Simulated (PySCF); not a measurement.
H₈N₂SSi₂, singlet, geometry from GFN2-xTB; PySCF with HF/6-31G, polarisability by finite fields.

The PySCF input:
```python
from pyscf import gto, scf

mol = gto.Mole()
mol.atom = '''
    Si   -1.495643    0.886520   -0.260955
    N    -3.029908    0.136407   -0.165404
    S    -0.164274   -0.698516    0.288394
    Si    1.742261    0.172370   -0.150927
    N     2.835203   -0.988277    0.468643
    H    -1.245396    2.006100    0.649177
    H    -1.264483    1.289837   -1.642836
    H    -3.868318    0.685727   -0.239883
    H    -3.157845   -0.645015    0.456278
    H     1.788595    0.424415   -1.592715
    H     1.917576    1.415052    0.591114
    H     2.549201   -1.951687    0.527835
    H     3.819339   -0.909541    0.280407
'''
mol.basis = '6-31g'
mol.charge = 0
mol.spin = 0
mol.verbose = 4
mol.build()

mf = scf.RHF(mol)
mf.conv_tol = 1e-11
mf.kernel()
h0, z, done = mf.get_hcore(), mol.intor('int1e_r')[2], []
def energy(F):
    f = mf.copy()
    f.scf_summary = {}
    f.get_hcore = lambda *a: h0 + F * z
    e = f.kernel(mf.make_rdm1())
    done.append(f.converged)
    return e
F = 0.05
alpha = -(energy(F) + energy(-F) - 2 * mf.e_tot) / F**2
print('alpha_zz =', alpha)
```

Question: Predict the main parts of the log of this PySCF run.

Answer: 
```
PySCF version 2.14.0

[INPUT] verbose = 4
[INPUT] num. atoms = 13
[INPUT] num. electrons = 66
[INPUT] charge = 0
[INPUT] spin (= nelec alpha-beta = 2S) = 0
[INPUT] symmetry False subgroup None
[INPUT] Mole.unit = angstrom
[INPUT] Symbol           X                Y                Z      unit          X                Y                Z       unit  Magmom
[...]
nuclear repulsion = 365.506233414688
number of shells = 47
number of NR pGTOs = 214
number of NR cGTOs = 73
basis = 6-31g
ecp = {}

******** <class 'pyscf.scf.hf.RHF'> ********
method = RHF
initial guess = minao
damping factor = 0
level_shift factor = 0
DIIS = <class 'pyscf.scf.diis.CDIIS'>
diis_start_cycle = 1
diis_space = 8
diis_damp = 0
SCF conv_tol = 1e-11
SCF conv_tol_grad = None
SCF max_cycles = 50
direct_scf = True
direct_scf_tol = 1e-13
Set gradient conv threshold to 3.16228e-06
Initial guess from minao.
init E= -1089.31102408433
[...]
cycle= 1 E= -1088.74212204171  delta_E= 0.569  |g|= 0.384  |ddm|= 3.19
[...]
cycle= 2 E= -1088.79377702555  delta_E= -0.0517  |g|= 0.137  |ddm|= 0.793
[...]
cycle= 3 E= -1088.79925942547  delta_E= -0.00548  |g|= 0.0416  |ddm|= 0.201
[...]
cycle= 4 E= -1088.79980875963  delta_E= -0.000549  |g|= 0.00742  |ddm|= 0.0671
[...]
cycle= 5 E= -1088.79983578713  delta_E= -2.7e-05  |g|= 0.0023  |ddm|= 0.0167
[...]
cycle= 6 E= -1088.79983983719  delta_E= -4.05e-06  |g|= 0.000696  |ddm|= 0.0072
[...]
cycle= 7 E= -1088.79984037218  delta_E= -5.35e-07  |g|= 0.000167  |ddm|= 0.00306
[...]
cycle= 8 E= -1088.7998404028  delta_E= -3.06e-08  |g|= 2.34e-05  |ddm|= 0.000847
[...]
cycle= 9 E= -1088.79984040334  delta_E= -5.45e-10  |g|= 5.93e-06  |ddm|= 9.24e-05
[...]
cycle= 10 E= -1088.79984040338  delta_E= -3.77e-11  |g|= 9.93e-07  |ddm|= 2.74e-05
[...]
cycle= 11 E= -1088.79984040338  delta_E= -2.27e-13  |g|= 2.91e-07  |ddm|= 4.09e-06
[...]
Extra cycle  E= -1088.79984040339  delta_E= -8.64e-12  |g|= 1.61e-07  |ddm|= 4.96e-07
converged SCF energy = -1088.79984040339

******** <class 'pyscf.scf.hf.RHF'> ********
method = RHF
initial guess = minao
damping factor = 0
level_shift factor = 0
DIIS = <class 'pyscf.scf.diis.CDIIS'>
diis_start_cycle = 1
diis_space = 8
diis_damp = 0
SCF conv_tol = 1e-11
SCF conv_tol_grad = None
SCF max_cycles = 50
direct_scf = True
direct_scf_tol = 1e-13
Overwritten attributes  get_hcore  of <class 'pyscf.scf.hf.RHF'>
Set gradient conv threshold to 3.16228e-06
init E= -1088.78526714383
[...]
cycle= 1 E= -1088.84791769755  delta_E= -0.0627  |g|= 0.077  |ddm|= 1.36
[...]
cycle= 2 E= -1088.85061701376  delta_E= -0.0027  |g|= 0.0306  |ddm|= 0.184
[...]
cycle= 3 E= -1088.85100826241  delta_E= -0.000391  |g|= 0.0121  |ddm|= 0.066
[...]
cycle= 4 E= -1088.85109457158  delta_E= -8.63e-05  |g|= 0.00277  |ddm|= 0.0327
[...]
cycle= 5 E= -1088.85110069661  delta_E= -6.13e-06  |g|= 0.00126  |ddm|= 0.00926
[...]
cycle= 6 E= -1088.85110224051  delta_E= -1.54e-06  |g|= 0.000256  |ddm|= 0.00573
[...]
cycle= 7 E= -1088.85110231856  delta_E= -7.81e-08  |g|= 5.6e-05  |ddm|= 0.00157
[...]
cycle= 8 E= -1088.85110232149  delta_E= -2.93e-09  |g|= 2.09e-05  |ddm|= 0.000304
[...]
cycle= 9 E= -1088.85110232179  delta_E= -2.96e-10  |g|= 7.11e-06  |ddm|= 8.03e-05
[...]
cycle= 10 E= -1088.85110232183  delta_E= -4.68e-11  |g|= 1.69e-06  |ddm|= 3.22e-05
[...]
cycle= 11 E= -1088.85110232184  delta_E= -6.37e-12  |g|= 4.32e-07  |ddm|= 9.24e-06
[...]
Extra cycle  E= -1088.85110232184  delta_E= -2.27e-12  |g|= 2e-07  |ddm|= 1.67e-06
converged SCF energy = -1088.85110232184

******** <class 'pyscf.scf.hf.RHF'> ********
method = RHF
initial guess = minao
damping factor = 0
level_shift factor = 0
DIIS = <class 'pyscf.scf.diis.CDIIS'>
diis_start_cycle = 1
diis_space = 8
diis_damp = 0
SCF conv_tol = 1e-11
SCF conv_tol_grad = None
SCF max_cycles = 50
direct_scf = True
direct_scf_tol = 1e-13
Set gradient conv threshold to 3.16228e-06
init E= -1088.81441366293
[...]
cycle= 1 E= -1088.87504908604  delta_E= -0.0606  |g|= 0.0638  |ddm|= 1.15
[...]
cycle= 2 E= -1088.87728783406  delta_E= -0.00224  |g|= 0.0229  |ddm|= 0.173
[...]
cycle= 3 E= -1088.87754657281  delta_E= -0.000259  |g|= 0.0108  |ddm|= 0.0524
[...]
cycle= 4 E= -1088.87760027399  delta_E= -5.37e-05  |g|= 0.00179  |ddm|= 0.0263
[...]
cycle= 5 E= -1088.87760326095  delta_E= -2.99e-06  |g|= 0.000745  |ddm|= 0.0073
[...]
cycle= 6 E= -1088.87760372191  delta_E= -4.61e-07  |g|= 0.00017  |ddm|= 0.00296
[...]
cycle= 7 E= -1088.87760375522  delta_E= -3.33e-08  |g|= 5.25e-05  |ddm|= 0.00105
[...]
cycle= 8 E= -1088.87760375683  delta_E= -1.61e-09  |g|= 1.8e-05  |ddm|= 0.00017
[...]
cycle= 9 E= -1088.87760375713  delta_E= -2.98e-10  |g|= 4.32e-06  |ddm|= 9.22e-05
[...]
cycle= 10 E= -1088.87760375716  delta_E= -2.5e-11  |g|= 1.02e-06  |ddm|= 2.4e-05
[...]
cycle= 11 E= -1088.87760375716  delta_E= -5e-12  |g|= 2.15e-07  |ddm|= 6.08e-06
[...]
Extra cycle  E= -1088.87760375715  delta_E= 1.05e-11  |g|= 9.18e-08  |ddm|= 8.21e-07
converged SCF energy = -1088.87760375715
alpha_zz = 51.61010888477903
```
